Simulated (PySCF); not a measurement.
**Arsenic: a sound run and one with changed settings**

Sound run: As+ [Ar] 3d10 4s2 4p2, As(2+) [Ar] 3d10 4s2 4p1. Calculation: PySCF 2.14, in Sapporo-DKH3-DZP-2012 (6s5p3d1f, 43 functions); scalar relativity by spin-free X2C-1e. In the sound run the correlated levels freeze [Ar] 3d10. The sound run starts from symmetry-adapted Hartree-Fock orbitals and uses a fine grid where one is needed.

A second run was set up differently.

| species | method | sound run (hartree) | changed run (hartree) | converged |
| --- | --- | --- | --- | --- |
| As+ | MP2 | -2258.66146 | -2259.28758 | yes |
| As(2+) | MP2 | -2257.98911 | -2258.61195 | yes |

Ionisation energy of As+:

| method | sound run (eV) | changed run (eV) |
| --- | --- | --- |
| UHF | 18.013 | 18.013 |
| MP2 | 18.296 | 18.385 |
| SCS-MP2 | 18.233 | 18.289 |

(1) What was changed?
A. minimal basis
B. level shift left on
C. basis contracted for another Hamiltonian
D. all electrons correlated in a valence basis

Answers

(1) D. A valence basis has no tight correlating functions, so it recovers only part of the core correlation, and not evenly between atom and ion.
